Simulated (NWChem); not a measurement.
Species: C5H3F; SMILES C(C#C)(C#C)F

```xyz
9

C      0.9292    -0.1720    -2.2246
C      0.3139     0.0728    -1.2133
C     -0.4399     0.4025     0.0000
F     -1.6557    -0.2408     0.0000
C      0.3139     0.0728     1.2133
C      0.9292    -0.1720     2.2246
H      1.4795    -0.3979    -3.1199
H     -0.6451     1.4900     0.0000
H      1.4795    -0.3979     3.1199
```
Atoms are numbered in this order, from 1.

Computed with NWChem. STO-3G and 3-21G are far too small for this property and stand as cheap habits. Structure relaxed at the PBE0/def2-SVP level. GIAO values for the isolated, static molecule; σ is the absolute isotropic shielding, δ = σ(reference) − σ with the isolated reference molecule computed at the same levels (13C: tetramethylsilane, 19F: trichlorofluoromethane, 1H: tetramethylsilane).

Task: What does the run give for Hartree-Fock/STO-3G? Quantities: δ C1 (ppm); δ C2 (ppm); δ C3 (ppm); δ F4 (ppm); δ H7 (ppm); δ H8 (ppm).

Result: 
```yaml
"δ C1 (ppm)": 78.9
"δ C2 (ppm)": 59.8
"δ C3 (ppm)": 51.2
"δ F4 (ppm)": -75.7
"δ H7 (ppm)": 3.20
"δ H8 (ppm)": 2.75
```
